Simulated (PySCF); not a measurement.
## Titanium: a sound run and one with changed settings

Sound run: Ti⁺ [Ar] 3d2 4s1, Ti²⁺ [Ar] 3d2. Computed with PySCF 2.14 in cc-pVDZ (6s5p3d1f, 43 functions), with no relativity, point nucleus. In the sound run the correlated levels freeze [Ar]. The sound run starts from symmetry-adapted Hartree-Fock orbitals and uses a fine grid where one is needed.

Changed run: initial guess minao, at most 50 SCF cycles.

```json
{"species": "Ti⁺", "method": "UHF", "sound run (hartree)": "-848.20662", "changed run (hartree)": "-848.16069", "converged": "no"}
{"species": "Ti⁺", "method": "M06-L", "sound run (hartree)": "-849.05316", "changed run (hartree)": "-849.07430", "converged": "yes"}
{"species": "Ti⁺", "method": "M06-2X", "sound run (hartree)": "-849.07575", "changed run (hartree)": "-849.04937", "converged": "yes"}
{"species": "Ti²⁺", "method": "UHF", "sound run (hartree)": "-847.73378", "changed run (hartree)": "-847.73378", "converged": "yes"}
{"species": "Ti²⁺", "method": "M06-L", "sound run (hartree)": "-848.58265", "changed run (hartree)": "-848.58265", "converged": "yes"}
{"species": "Ti²⁺", "method": "M06-2X", "sound run (hartree)": "-848.58116", "changed run (hartree)": "-848.58116", "converged": "yes"}
{"species": "Ti²⁺", "method": "MP2", "sound run (hartree)": "-847.73645", "changed run (hartree)": "-847.73645", "converged": "yes"}
```

Ionisation energy of Ti⁺:

```
method  sound run (eV)  changed run (eV)
M06-2X          13.459            12.741
```

The plain start fixes occupations by D2h representation alone, and Ti⁺ at M06-L, Ti⁺ at M06-2X landed in another state (other ⟨L²⟩ or ⟨S²⟩). 

For comparison, NIST gives 13.575 eV between the lowest levels.
